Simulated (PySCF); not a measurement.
GeBr2, SMILES [Br][Ge][Br] (connectivity only; charge and spin as stated), neutral, multiplicity 1.

Coordinates come from a PBE0-D3(BJ)/def2-SVP optimisation. The isomer is the one that the SMILES or the coordinates give; other isomers of the formula were not compared.

Two levels are set side by side: PBE/def2-TZVPD (PySCF) and ωB97X/def2-TZVPD (PySCF). Same geometry, gas phase. Differences are taken from unrounded values.

```tsv
quantity	PBE
orbital gap (eV)	2.84
highest occupied level (eV)	-6.78
lowest empty level (eV)	-3.94
dipole moment (D)	1.66
mean polarisability (bohr³)	82.2
```

### Question
These are the PBE values. What does ωB97X give? (Estimate from the structure and the level; the computed values follow.)

### Answer

| quantity | ωB97X | PBE minus ωB97X |
|---|---|---|
| orbital gap (eV) | 8.61 | -5.76 |
| highest occupied level (eV) | -9.93 | 3.15 |
| lowest empty level (eV) | -1.33 | -2.61 |
| dipole moment (D) | 1.93 | -0.27 |
| mean polarisability (bohr³) | 78.8 | 3.4 |

PBE's occupied levels lie high since its potential decays too fast outside the molecule; exact exchange lowers them and widens the gap. Loosely held outer electrons make PBE densities more polarisable. Differences between two approximate levels are no errors against the true value.

Rough cost on one machine, each run with all the roots and properties that it gave: ωB97X against PBE within a factor of 2.
